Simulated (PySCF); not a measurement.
Record of a relaxation.

Species: 2,5-dimethylthiophenol, C8H10S.
Numbering: `[CH3:1][c:2]1[cH:3][cH:4][c:5]([CH3:6])[c:7]([SH:8])[cH:9]1` (hydrogens: H10, H11, H12 on C1; H13 on C3; H14 on C4; H15, H16, H17 on C6; H18 on S8; H19 on C9)

Computed by this run: PBE0-D3(BJ)/def2-SVP geometry optimisation, gas phase in PySCF 2.14.0; density fitting, grid level 1; the optimiser is geomeTRIC in internal coordinates, started from a GFN2-xTB structure with every atom displaced at random (about 0.01 Å). 7 of its 10 geometries are shown. The frame can shift and turn from step to step; on so coarse a grid that alone can change the energy by a few meV, and forces under 0.02 eV/Å are noise.

Step 0: E = -19271.7910 eV, largest atomic force 3.787 eV/Å
```
atom  x, y, z in Å  |  force x, y, z in eV/Å
C1      2.995    0.629    0.332   -1.721   1.109   0.208
C2      1.536    0.262    0.128    0.668   0.435   0.303
C3      1.174   -1.009   -0.313    2.302   0.935   0.351
C4     -0.100   -1.360   -0.451   -3.723  -0.643  -0.263
C5     -1.169   -0.482   -0.180    0.512   0.273   0.166
C6     -2.597   -0.904   -0.314    0.634   0.138   0.468
C7     -0.801    0.807    0.244   -1.221   0.049  -0.035
S8     -1.991    2.068    0.632    0.031   0.004   0.104
C9      0.520    1.173    0.415    0.639  -1.113  -0.495
H10     3.280    0.424    1.359    0.310  -0.188   0.487
H11     3.108    1.717    0.174    0.192  -0.206   0.005
H12     3.628    0.103   -0.342    0.827  -0.642  -0.728
H13     1.940   -1.716   -0.537    0.793  -0.660  -0.205
H14    -0.399   -2.357   -0.771    0.222  -0.237  -0.105
H15    -3.079   -0.416   -1.153   -0.393   0.354  -0.510
H16    -3.159   -0.669    0.600   -0.120  -0.001   0.046
H17    -2.642   -1.969   -0.491   -0.148  -0.656  -0.078
H18    -3.029    1.547   -0.040   -0.096  -0.012  -0.072
H19     0.754    2.161    0.729    0.293   1.060   0.350
```

Step 2: E = -19272.0159 eV, largest atomic force 0.224 eV/Å
```
atom  x, y, z in Å  |  force x, y, z in eV/Å
C1      3.071    1.152    0.460    0.024  -0.013  -0.026
C2      1.641    0.739    0.261    0.038   0.068   0.024
C3      1.313   -0.549   -0.166   -0.201  -0.093  -0.033
C4     -0.021   -0.930   -0.314    0.205   0.019   0.017
C5     -1.075   -0.056   -0.040   -0.049   0.086   0.034
C6     -2.501   -0.499   -0.180    0.024  -0.034  -0.020
C7     -0.740    1.251    0.371   -0.025  -0.053  -0.030
S8     -1.960    2.462    0.798   -0.024   0.029   0.041
C9      0.596    1.633    0.515    0.036  -0.045  -0.020
H10     3.406    0.933    1.487   -0.006   0.005   0.002
H11     3.209    2.231    0.294   -0.006   0.001   0.006
H12     3.744    0.613   -0.224   -0.022   0.014   0.018
H13     2.105   -1.269   -0.388    0.016   0.016   0.005
H14    -0.250   -1.947   -0.644   -0.024   0.004  -0.002
H15    -3.008    0.008   -1.020    0.005   0.003   0.011
H16    -3.079   -0.275    0.731    0.009   0.005   0.003
H17    -2.561   -1.579   -0.369    0.009  -0.001  -0.002
H18    -2.941    2.027   -0.018    0.004   0.015  -0.017
H19     0.826    2.658    0.822   -0.013  -0.025  -0.011
```

Step 3: E = -19272.0158 eV, largest atomic force 0.096 eV/Å
```
atom  x, y, z in Å  |  force x, y, z in eV/Å
C1      3.068    1.158    0.459   -0.066   0.037   0.017
C2      1.640    0.737    0.259   -0.030   0.046   0.028
C3      1.310   -0.552   -0.168    0.075   0.043   0.011
C4     -0.019   -0.929   -0.314   -0.072  -0.061  -0.019
C5     -1.077   -0.057   -0.039   -0.029   0.035   0.035
C6     -2.497   -0.516   -0.180    0.000   0.046   0.028
C7     -0.747    1.249    0.376    0.033  -0.065  -0.052
S8     -1.951    2.476    0.814   -0.037  -0.075   0.012
C9      0.592    1.626    0.514    0.075  -0.050  -0.018
H10     3.403    0.941    1.487   -0.004  -0.001   0.015
H11     3.199    2.238    0.294   -0.005  -0.025   0.004
H12     3.743    0.624   -0.222    0.043  -0.036  -0.052
H13     2.103   -1.270   -0.391    0.019  -0.011  -0.004
H14    -0.254   -1.945   -0.646    0.007   0.043   0.013
H15    -3.011   -0.012   -1.016   -0.015   0.015  -0.011
H16    -3.076   -0.301    0.733   -0.004   0.008  -0.002
H17    -2.543   -1.597   -0.373    0.003  -0.008  -0.001
H18    -2.927    2.085   -0.030   -0.009  -0.004  -0.020
H19     0.820    2.649    0.820    0.016   0.061   0.016
```

Step 4: E = -19272.0180 eV, largest atomic force 0.108 eV/Å
```
atom  x, y, z in Å  |  force x, y, z in eV/Å
C1      3.069    1.159    0.458   -0.032   0.016   0.014
C2      1.641    0.740    0.260   -0.030   0.011   0.008
C3      1.312   -0.549   -0.169    0.087   0.028   0.008
C4     -0.017   -0.929   -0.315   -0.096  -0.047  -0.019
C5     -1.076   -0.059   -0.039    0.033  -0.004   0.015
C6     -2.497   -0.510   -0.176    0.009  -0.008   0.013
C7     -0.744    1.245    0.375   -0.028   0.007  -0.011
S8     -1.966    2.453    0.817    0.003  -0.003   0.024
C9      0.594    1.628    0.515    0.008  -0.015  -0.012
H10     3.404    0.942    1.486    0.001  -0.001   0.005
H11     3.200    2.239    0.294    0.001  -0.008   0.001
H12     3.744    0.624   -0.224    0.026  -0.019  -0.027
H13     2.107   -1.265   -0.391    0.005  -0.009  -0.003
H14    -0.251   -1.945   -0.648    0.012   0.012   0.003
H15    -3.011   -0.002   -1.011   -0.009   0.004  -0.008
H16    -3.072   -0.292    0.738   -0.001   0.003  -0.003
H17    -2.550   -1.590   -0.370   -0.002  -0.005  -0.004
H18    -2.928    2.064   -0.045    0.008   0.004  -0.014
H19     0.819    2.652    0.822    0.003   0.033   0.010
```

Step 6: E = -19272.0191 eV, largest atomic force 0.045 eV/Å
```
atom  x, y, z in Å  |  force x, y, z in eV/Å
C1      3.065    1.168    0.454    0.018  -0.012  -0.006
C2      1.638    0.747    0.260    0.021  -0.036  -0.014
C3      1.316   -0.544   -0.172   -0.002   0.008   0.003
C4     -0.012   -0.933   -0.317   -0.017   0.033   0.007
C5     -1.074   -0.067   -0.035    0.009  -0.019   0.000
C6     -2.495   -0.521   -0.170    0.003  -0.013  -0.009
C7     -0.749    1.237    0.381    0.028   0.031   0.015
S8     -1.979    2.432    0.836   -0.010  -0.005   0.005
C9      0.587    1.629    0.520   -0.028   0.019   0.001
H10     3.403    0.949    1.481    0.001   0.000  -0.006
H11     3.194    2.248    0.293    0.000   0.008  -0.003
H12     3.739    0.636   -0.233   -0.016   0.015   0.018
H13     2.116   -1.254   -0.397   -0.009   0.003  -0.001
H14    -0.241   -1.948   -0.652    0.002  -0.013  -0.004
H15    -3.014   -0.011   -1.000    0.008  -0.006   0.005
H16    -3.068   -0.304    0.747    0.003   0.003  -0.001
H17    -2.548   -1.601   -0.367    0.001   0.000   0.000
H18    -2.909    2.088   -0.080   -0.003   0.010  -0.004
H19     0.806    2.655    0.829   -0.006  -0.025  -0.007
```

Step 8: E = -19272.0193 eV, largest atomic force 0.035 eV/Å
```
atom  x, y, z in Å  |  force x, y, z in eV/Å
C1      3.060    1.185    0.449    0.003   0.004   0.000
C2      1.635    0.752    0.258    0.010  -0.009  -0.004
C3      1.320   -0.539   -0.177   -0.019   0.026   0.009
C4     -0.006   -0.934   -0.319   -0.012  -0.030  -0.015
C5     -1.073   -0.078   -0.029    0.007   0.003   0.001
C6     -2.491   -0.541   -0.162    0.001  -0.005  -0.004
C7     -0.755    1.227    0.391    0.020   0.006   0.007
S8     -1.996    2.407    0.860   -0.001   0.001  -0.002
C9      0.578    1.626    0.525   -0.010   0.012   0.004
H10     3.404    0.964    1.474    0.000   0.001   0.000
H11     3.179    2.266    0.291    0.000   0.001   0.000
H12     3.736    0.661   -0.242   -0.002   0.002   0.001
H13     2.123   -1.244   -0.409   -0.004   0.000  -0.001
H14    -0.228   -1.950   -0.657   -0.002  -0.004  -0.001
H15    -3.013   -0.033   -0.992    0.003  -0.002  -0.002
H16    -3.064   -0.324    0.754    0.001   0.001  -0.001
H17    -2.538   -1.621   -0.359    0.000  -0.002   0.004
H18    -2.888    2.128   -0.115    0.001  -0.003   0.002
H19     0.791    2.652    0.837    0.003  -0.001   0.001
```

Step 9: E = -19272.0195 eV, largest atomic force under 0.02 eV/Å
```
atom  x, y, z in Å  |  force x, y, z in eV/Å
C1      3.059    1.187    0.448   -0.001   0.003   0.001
C2      1.635    0.753    0.258   -0.004   0.010   0.005
C3      1.320   -0.537   -0.178   -0.002  -0.015  -0.006
C4     -0.006   -0.936   -0.319    0.006   0.005  -0.002
C5     -1.073   -0.080   -0.029   -0.006   0.013   0.004
C6     -2.490   -0.543   -0.162    0.000  -0.001   0.002
C7     -0.755    1.226    0.392    0.002  -0.011  -0.001
S8     -1.997    2.406    0.861   -0.005  -0.005  -0.003
C9      0.578    1.626    0.526    0.007  -0.005   0.000
H10     3.404    0.966    1.472    0.000   0.001   0.001
H11     3.176    2.269    0.291    0.000   0.000   0.001
H12     3.735    0.665   -0.244    0.003  -0.002  -0.004
H13     2.123   -1.241   -0.410    0.004   0.000  -0.001
H14    -0.227   -1.952   -0.658   -0.002   0.004   0.001
H15    -3.011   -0.037   -0.994   -0.001  -0.001  -0.004
H16    -3.064   -0.324    0.753    0.000   0.001  -0.001
H17    -2.536   -1.623   -0.356   -0.001  -0.002   0.002
H18    -2.887    2.125   -0.115   -0.003   0.000   0.002
H19     0.790    2.652    0.839    0.002   0.006   0.001
```

**Question.** Summarise the path.

**Answer.** The energy falls by 5.27 kcal/mol from step 0 to step 9; nine tenths of that is first reached at step 1. It never rises by more than 0.2 meV. The largest force goes from 3.787 to under 0.02 eV/Å. Among the bonds C3–C4 changes most, from 1.329 to 1.392 Å; the atoms move by 0.083 Å rms after alignment.

What follows is the cost of the whole optimisation. On one thread, Arm Neoverse V1 (aarch64), no GPU, shared host, this took 2.7 min of wall time and 0.74 GiB of memory at its peak.
